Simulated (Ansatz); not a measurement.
Mulliken charges of C$_{2}$H$_{2}$BCl, SMILES `ClC1=CB1` from B3LYP/def2-TZVPP in Ansatz (PBE0-D4/def2-TZVP geometry).

```json
{"atom": "Cl1", "x (Å)": "-0.980", "y (Å)": "-2.107", "z (Å)": "-0.464", "charge (e)": "-0.048"}
{"atom": "C2", "x (Å)": "-0.354", "y (Å)": "-0.568", "z (Å)": "-0.160", "charge (e)": "0.095"}
{"atom": "C3", "x (Å)": "0.788", "y (Å)": "0.007", "z (Å)": "0.240", "charge (e)": "-0.067"}
{"atom": "B4", "x (Å)": "-0.355", "y (Å)": "0.893", "z (Å)": "-0.059", "charge (e)": "-0.186"}
{"atom": "H5", "x (Å)": "1.794", "y (Å)": "-0.252", "z (Å)": "0.538", "charge (e)": "0.151"}
{"atom": "H6", "x (Å)": "-0.850", "y (Å)": "1.962", "z (Å)": "-0.141", "charge (e)": "0.056"}
```

Problem. By hand: the dipole of these point charges (1 e Å = 4.8032 D).

Solution. Σ q r = (0.250, -0.048, 0.075) e Å, of length 0.265 e Å = 1.27 D.

Problem. How does the dipole of the full density compare? (Best estimate.)

Solution. The calculation gave: (0.188, 0.022, 0.061) e Å, 0.96 D; the point charges give 1.32 times that, at 17° from its direction.

Point charges leave out the atoms' own dipoles, such as those of lone pairs, and Mulliken's split depends on the basis, so the two needn't agree.

B3LYP here is the variant with VWN-RPA as its local correlation; programs differ in this.
